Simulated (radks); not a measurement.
Values are calculated unless marked as measured or tabulated.
Cl+, configuration [Ne] 3s2 3p4. Level of theory: non-relativistic Kohn-Sham, B86b exchange with PBE correlation, spin-polarised, spherical densities, point nucleus; open shells are filled with parallel spins first (a radial shooting solver on a logarithmic mesh with Libxc functionals). Some entries of the table are withheld. Estimate them.

orbital  occ.  eigenvalue (hartree)  <r^2> (bohr^2)  <1/r> (bohr^-1)
1s up       1             -101.2288         0.01123            16.55
1s down     1             -101.2159         0.01123            16.55
2s up       1              -9.69830          0.2365            3.286
2s down     1              -9.68640          0.2363            3.286
2p up       3              -7.51817             (1)            3.200
2p down     3              -7.50129             (2)            3.199
3s up       1              -1.20832             (3)           0.9247
3s down     1              -1.12570             (4)           0.9219
3p up       3              -0.74720             (5)           0.8008
3p down     1              -0.66993             (6)           0.7894

Answer. 
(1) 2p up <r^2> (bohr^2): 0.2068
(2) 2p down <r^2> (bohr^2): 0.2066
(3) 3s up <r^2> (bohr^2): 2.563
(4) 3s down <r^2> (bohr^2): 2.606
(5) 3p up <r^2> (bohr^2): 3.371
(6) 3p down <r^2> (bohr^2): 3.529
